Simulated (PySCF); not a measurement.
Compound: C4H8BNO.
Cartesian coordinates in Å at the GFN2-xTB level; atoms count from 1:
```
atom  x, y, z in Å
C1     2.133   -0.268   -0.227
B2     0.586   -0.071   -0.099
C3    -0.449   -1.135    0.465
N4    -1.709   -0.425    0.434
C5    -1.695    0.842   -0.034
O6    -2.672    1.553   -0.112
C7    -0.268    1.203   -0.438
H8     2.426   -1.306   -0.370
H9     2.604    0.057    0.702
H10    2.581    0.327   -1.019
H11   -0.509   -2.045   -0.145
H12   -0.224   -1.469    1.485
H13   -2.569   -0.846    0.747
H14   -0.269    1.477   -1.496
H15    0.030    2.114    0.085
```

The closed-shell ground state was solved at several levels (PySCF, density fitting, gas phase, non-relativistic).

| level | basis functions | HOMO (eV) | LUMO (eV) | gap (eV) | dipole (D) |
| --- | --- | --- | --- | --- | --- |
| B3LYP/pcJ-1 | 269 | -6.54 | -1.25 | 5.29 | 4.48 |
| PBE0/def2-SVPD | 207 | -6.98 | -1.06 | 5.92 | 4.59 |

Task: What might PBE0/pcSseg-1 (159 basis functions) give for the same quantities?

Result: HOMO -6.83 eV, LUMO -1.05 eV, gap 5.78 eV, dipole 4.54 D.

Task: Over all these levels, which gives the widest orbital gap and which the narrowest?

Result: PBE0/def2-SVPD (global hybrid, 25 % exact exchange) has the widest, 5.92 eV, and B3LYP/pcJ-1 (global hybrid, 20 % exact exchange) the narrowest, 5.29 eV. Functional and basis both differ between the two, so the spread mixes both effects.

Task: How far do the dipole and the HOMO energy spread over the levels?

Result: The dipole runs from 4.48 to 4.59 D (mean 4.54 D) and the HOMO from -6.98 to -6.54 eV.
